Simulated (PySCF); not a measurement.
## Unknown compound

Molecular formula: C5H4ClFSi. Simulated spectra:

$^{1}$H NMR (400 MHz, computed): δ 2.12 (s, 3H), 1.98 (s, 1H).

$^{13}$C{$^{1}$H} NMR (computed): δ 112.4 (C), 100.5 (CH), 87.0 (C), 83.1 (C), 5.5 (CH3).

Calculated, not measured (PySCF 2.14.0 with density-fitted response routines): shieldings: GIAO PBE0/pcSseg-1, geometry from GFN2-xTB. Equivalent nuclei averaged, one conformer, relativity neglected, gas phase.

References, each an isolated molecule treated in the same way: TMS for $^{1}$H (σ = 31.72 ppm) and $^{13}$C (σ = 186.93 ppm).

Task: Deduce the structure.

Result: 
1. The formula gives 4 degrees of unsaturation (no ring in the answer).
2. 5 carbon signals for 5 carbons: no two carbons are equivalent.
3. Carbon types of the structure: 3 × C, 1 × CH, 1 × CH3, which accounts for all hydrogens.
4. δC 112.4, 87.0, 83.1: alkyne carbon.
5. δC 100.5: terminal alkyne carbon; sp carbons lie upfield of alkene carbons because the cylindrical π system leaves one tensor component strongly shielded.
6. δC 5.5: propargylic methyl carbon; aliphatic region, no heteroatom directly attached.
7. δH 2.12: hydrogen on a propargylic methyl carbon.
8. δH 1.98: hydrogen on a terminal alkyne carbon; it lies on the axis of the triple bond, in its shielding cone.

Structure: SMILES C#C[Si@](F)(Cl)C#CC.

The data come from this structure; uniqueness wasn't tested.

Splittings by $^{19}$F in the carbon and heteronuclear signals aren't shown, as no couplings were computed. Shifts are as computed. Against solution values, carbons near 30 ppm lie about +3 ppm off and those near 130 ppm about +5 ppm. Of 1309 compounds with measured shifts, 239 miss one by over three times the rms of a fit or turn the order of signals round; such compounds aren't used in these exercises. No couplings were computed; multiplicities are counted from neighbouring protons, with m where these are inequivalent, close in shift, in a saturated or five-membered ring or joined by F or P, and br s for small geminal =CH2 splittings.
